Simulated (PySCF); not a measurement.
Can point charges reproduce the dipole moment of `CC[Si]1(F)SCCS1`?

Coordinates (GFN2-xTB, Å) and charges (e) from the PBE0/pcSseg-1 density (PySCF):

```
atom       x       y       z  Mulliken      IAO  Hirshfeld  ESP-fitted
  C1   2.870  -0.410   0.121   -0.3075  -0.4129    -0.1146     -0.1170
  C2   1.656  -0.765  -0.733   -0.5685  -0.5547    -0.1561     -0.1320
 Si3   0.238   0.453  -0.460   +1.0900  +1.1224    +0.3902     +0.5374
  F4   0.790   1.926  -0.849   -0.4020  -0.5328    -0.2073     -0.2562
  S5  -0.523   0.483   1.542   -0.2815  -0.1927    -0.0908     -0.2599
  C6  -2.258   0.738   1.027   -0.3179  -0.3284    -0.0681     -0.2029
  C7  -2.618  -0.170  -0.126   -0.3204  -0.3280    -0.0698     -0.2413
  S8  -1.564   0.154  -1.585   -0.2786  -0.1882    -0.0947     -0.2582
  H9   3.220   0.591  -0.117   +0.1303  +0.1477    +0.0429     +0.0486
 H10   3.681  -1.111  -0.062   +0.1254  +0.1476    +0.0458     +0.0417
 H11   2.617  -0.440   1.178   +0.1267  +0.1413    +0.0389     +0.0636
 H12   1.343  -1.786  -0.513   +0.1561  +0.1604    +0.0448     +0.0373
 H13   1.935  -0.741  -1.786   +0.1569  +0.1590    +0.0474     +0.0885
 H14  -2.377   1.786   0.755   +0.1786  +0.1617    +0.0440     +0.1460
 H15  -2.872   0.516   1.899   +0.1701  +0.1697    +0.0539     +0.1766
 H16  -3.643   0.007  -0.448   +0.1707  +0.1694    +0.0535     +0.1897
 H17  -2.502  -1.219   0.149   +0.1717  +0.1584    +0.0398     +0.1380
```

**Question.** Form Σ q r in debye for every column and set it beside the full dipole.

**Answer.** The full density gives (-0.91, -1.78, 0.66) D, 2.10 D in size; dipole vectors point from the negative to the positive end.

```json
{"scheme": "Mulliken", "μx": "0.09", "μy": "-1.89", "μz": "0.54", "size (D)": "1.97", "share of the full size (%)": "93", "angle to the full dipole (°)": "29"}
{"scheme": "IAO", "μx": "-1.13", "μy": "-2.84", "μz": "0.78", "size (D)": "3.16", "share of the full size (%)": "150", "angle to the full dipole (°)": "7"}
{"scheme": "Hirshfeld", "μx": "-0.58", "μy": "-1.21", "μz": "0.45", "size (D)": "1.42", "share of the full size (%)": "67", "angle to the full dipole (°)": "2"}
{"scheme": "ESP-fitted", "μx": "-0.92", "μy": "-1.77", "μz": "0.74", "size (D)": "2.13", "share of the full size (%)": "101", "angle to the full dipole (°)": "2"}
```

**Question.** Which set comes closest?

**Answer.** Length of the difference vector: ESP-fitted 0.08 D, Hirshfeld 0.69 D, Mulliken 1.02 D, IAO 1.09 D. Closest: ESP-fitted. ESP charges are fitted to the potential around the molecule, whose slowest-falling term is the dipole's. The schemes that divide the density aren't constrained to reproduce the dipole.

**Question.** What is left for the Hirshfeld atoms' own dipoles?

**Answer.** The shares of the density sum to the whole, so what Σ q r misses lies in dipoles about the nuclei. The atomic dipoles sum to (-0.91, -1.78, 0.66) − (-0.58, -1.21, 0.45) = (-0.33, -0.57, 0.21) D, 0.69 D in size.

**Question.** With the origin at the mean of the coordinates, (0.000, 0.001, -0.001) Å, which are the largest single terms, by size, of the Hirshfeld dipole along the direction of the full one?

**Answer.** F4 +2.23, Si3 -1.18, C1 +0.47, C7 -0.42, H17 +0.41 D; all 17 atoms together +1.41 D. The single terms depend on the origin, their sum doesn't.

**Question.** Give the size of the full dipole in other units.

**Answer.** 2.10 D = 0.827 au = 0.438 e·Å = 7.02 × 10⁻³⁰ C·m.

Isolated species at its GFN2-xTB geometry (one conformer only).
